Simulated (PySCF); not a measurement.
Au2, SMILES [Au][Au], multiplicity 1.

Geometry optimised at PBE0-D3(BJ)/def2-TZVPD. The spin state was assumed, not searched. The def2 effective core potentials stand for the cores of Au; spin–orbit coupling is left out.

These are PBE0-D3(BJ)/def2-TZVPD (PySCF 2.14.0) values and carry that method's errors.

Frequencies are harmonic and unscaled.

Computed normal modes with their intensities:
```csv
mode,ν (cm⁻¹),IR (km/mol),moving atoms (share of kinetic energy)
1,175,0.0,Au 100 %
```
